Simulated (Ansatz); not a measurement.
A CCSD(T) single point on `OCB[SiH3]`.

```yaml
crystal:
  periodic: [false, false, false]
  atoms:
    - {symbol: O, position_ang: [-0.815837, 1.879742, -1.401239]}
    - {symbol: C, position_ang: [-0.395520, 1.119073, -0.290021]}
    - {symbol: B, position_ang: [0.013379, -0.336570, -0.618368]}
    - {symbol: Si, position_ang: [0.639563, -1.584435, 0.836878]}
    - {symbol: H, position_ang: [-1.047003, 2.762990, -1.104068]}
    - {symbol: H, position_ang: [-1.174874, 1.063286, 0.494858]}
    - {symbol: H, position_ang: [0.464190, 1.583468, 0.231091]}
    - {symbol: H, position_ang: [-0.041816, -0.734984, -1.745839]}
    - {symbol: H, position_ang: [0.674596, -0.959585, 2.190123]}
    - {symbol: H, position_ang: [2.010914, -2.079532, 0.524309]}
    - {symbol: H, position_ang: [-0.261993, -2.770552, 0.903075]}
basis:
  gaussian: {orbitals: def2-TZVPP}
correlation: {method: ccsd_t}
output: {orbitals: {seedname: orbitals}}
```

```sh
$ ansatz run in.yaml --threads 2 --pin off --events-out ev --progress --plain --max-ram 4352MiB
```

Output of Ansatz, abridged:

```
Functional definition: HF
1362 factors; integrals over basis functions are off by at most 8.2e-4 eV
mean field evaluation 1: about -11709.6630 eV, gradient 3.4e1 eV
mean field evaluation 2: about -11709.8582 eV, gradient 3.4e1 eV
mean field evaluation 4: about -11713.0122 eV, gradient 4.2e0 eV
mean field evaluation 8: about -11713.0828 eV, gradient 2.5e-1 eV
mean field -11713.08316411 eV, -430.4478668681 hartree, gradient 9.2e-6 eV, S^2 0.000000; 0 other end points of the search recorded, 0 dependent functions left out
8 core orbitals not correlated: weight in the atoms' cores, before any rotation towards them, 1.000 or more for the frozen orbitals, at most 0.000 for the correlated occupied ones
reference -11713.08316411 eV, -430.4478668681 hartree; 12, 12 occupied and 213, 213 virtual orbitals, 1362 factors
second order -17.42395980 eV of doubles, -0.00000000 eV of singles
cycle   1  -18.23701852 eV  change   -8.1e-1 eV  update   9.1e-2
cycle   2  -18.74272111 eV  change   -5.1e-1 eV  update   2.8e-2
cycle   3  -18.82276564 eV  change   -8.0e-2 eV  update   1.3e-2
cycle   4  -18.81446854 eV  change    8.3e-3 eV  update   3.8e-3
cycle   5  -18.81323967 eV  change    1.2e-3 eV  update   1.9e-3
cycle   6  -18.81345183 eV  change   -2.1e-4 eV  update   6.4e-4
cycle   7  -18.81312000 eV  change    3.3e-4 eV  update   3.3e-4
cycle   8  -18.81308716 eV  change    3.3e-5 eV  update   1.3e-4
cycle   9  -18.81314510 eV  change   -5.8e-5 eV  update   5.5e-5
cycle  10  -18.81313765 eV  change    7.5e-6 eV  update   2.4e-5
perturbative correction -0.66278715 eV, -0.0243569786 hartree
Total energy: -11732.55908891 eV, -431.1635939032 hartree
```

It took 8.7 min on 2 threads of an Arm Neoverse V1 on a shared host, with 1.7 GiB of host memory at the peak.

The correlation energy is -19.476 eV, 3.4 % of it from (T); the T1 diagnostic reads 0.0120.
